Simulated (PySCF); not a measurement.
**Diatomics of S with the fifth-period p block**

CCSD(T) with double-zeta basis sets in PySCF, for the lowest determinant that a PBE0 search found; no spin–orbit coupling. De refers to high-spin ground-configuration atoms.

```tsv
M	basis	reference, frozen orbitals	state (unpaired electrons)	Re (Å)	ωe (cm⁻¹)	De (eV)
Sn	def2-SVP	RHF, 9	singlet (closed shell)	2.249	471	4.39
Te	x2c-SVPall	UHF, 23	triplet (π ↑↑)	2.275	450	2.80
I	def2-SVP	UHF, 9	doublet (π ↑)	2.385	360	1.66
```

The shortest bond is that of SnS (2.249 Å), the longest that of SI (2.385 Å). SnS is bound most strongly (4.39 eV) and SI least (1.66 eV).

The rows differ in basis set, which adds steps of its own.

The state changes along the series, so neighbouring rows are not always alike in their bonding.

Correlated steps freeze the inner cores (9 to 23 orbitals); shallow outer-core shells are correlated. Correlated levels converge slowly with the basis: in double zeta they bind strong bonds too weakly, by up to about 1 eV, and carry superposition errors of some tenths. Spin–orbit coupling is left out, which matters for elements this heavy, above all for dissociation energies. Where the molecule has an RHF reference, its open-shell atoms are computed with UHF. The CCSD T1 diagnostic is raised in SnS, a sign that a single reference may not be enough there. States were picked by a PBE0 search and need not be the measured ground states.
